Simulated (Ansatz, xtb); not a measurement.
Species: BeCl₂, net charge -1, doublet state. 
Geometry from a B3LYP-D3(BJ)/def2-TZVP (Ansatz, an electronic-structure program) optimisation:
```
Be
Cl 1 1.9444
Cl 1 1.9444 2 121.45
```
Charge -1, spin multiplicity 2.

Harmonic wavenumbers from GFN2-xTB (xtb, at its own minimum), cm⁻¹: 151, 426, 469.

Q: Give the harmonic wavenumbers at B3LYP-D3(BJ)/def2-TZVP (Ansatz, finite differences of forces, unscaled).

A: 190, 493, 690 cm⁻¹. Zero-point energy 2.0 kcal/mol.

Q: From these and the geometry, give the ideal-gas thermochemistry at 298.15 K and 1 atm (rigid rotor, harmonic oscillator).

A: Point group C2v, rotational symmetry number 2. Rotational constants 69.91, 2.478, 2.393 GHz. S(trans) 39.05, S(rot) 22.79, S(vib) 3.22, S(elec, spin only) 1.38, S 66.4 cal/(mol K). H(298) - H(0) 2.95 kcal/mol; G - E(el) -14.9 kcal/mol.
